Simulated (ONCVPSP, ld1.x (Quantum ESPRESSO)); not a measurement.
**Potentials for B compared**

Generated with ld1.x 7.5 (TM, RRKJ, ultrasoft, PAW), atompaw 4.2 or ONCVPSP 4.0.1. The cutoff is in Ry: for ld1.x and atompaw files where the sum of valence levels is converged to 10 mRy in a Bessel basis, for ONCV files where the hardest occupied wave has 1 mHa per electron of residual kinetic energy. The error is the largest all-electron minus pseudo excitation energy over each file’s own four to seven test configurations (ionisations up to +4, promotions, holes and added fractions of an electron), all of which were solved. The labels leave out finer settings (local radius, basis sizes, second energies), which also bear on the numbers. Spin-polarised tests are not counted. The rows are a selection from randomly drawn settings: files with unsolved tests, undetermined cutoffs or missed reference levels are left out.

A true bound ghost makes a file unfit for plane-wave use even where its test errors are small: the radial tests pick states by their node count and pass the ghost by.

```csv
potential,cutoff (Ry),largest error (meV),bound ghosts
"ONCV, PBE, scalar-relativistic, rc 1.10/2.15/1.65 (spd), local smoothed, core correction no, reference 2s2 2p1, qcut 6.5/7.2/6.5, projectors 3/2/2",25,+109,s
"ONCV, LDA (Perdew-Zunger), scalar-relativistic, rc 1.20/2.85/2.35 (spd), local s, core correction yes, reference 2s2 2p0.75, qcut 5.9/4.9/4, projectors 0/2/2",25,+176,none
"ONCV, LDA (Perdew-Wang 92), scalar-relativistic, rc 1.25/1.05 (sp), local smoothed, core correction yes, reference 2s1.5, qcut 6/9.4, projectors 2/1",27,-21,none
"ONCV, PBE, scalar-relativistic, rc 1.35/2.60/2.75 (spd), local smoothed, core correction no, reference 2s2 2p0.75, qcut 4.6/4.7/3.6, projectors 3/2/1",20,+167,s
"ONCV, PBE, scalar-relativistic, rc 1.55/1.30 (sp), local p, core correction yes, reference 2s1, qcut 3.4/5.2, projectors 1/0",58,-569,none
"ONCV, LDA (Perdew-Wang 92), scalar-relativistic, rc 1.30/1.20/1.35 (spd), local smoothed, core correction no, reference 2s1, qcut 6.4/7.6/6.2, projectors 2/2/2",28,+143,none
"ONCV, LDA (Perdew-Zunger), scalar-relativistic, rc 1.60/3.15/2.55 (spd), local smoothed, core correction no, reference 2s2 2p1, qcut 4.2/5.6/4.5, projectors 1/3/1",18,+278,none
"ONCV, LDA (Perdew-Wang 92), scalar-relativistic, rc 1.35/1.40 (sp), local smoothed, core correction no, reference 2s1, qcut 5.8/5.7, projectors 3/1",27,+64,s
```

(1) Fill in the row for B: ultrasoft, PBE, scalar-relativistic, rc 1.35/2.72/2.75 (spd), local d, core correction no, reference 2s1.5 2p1.5.

## Answers

(1) cutoff 12 Ry, largest error +130 meV, bound ghosts: none.
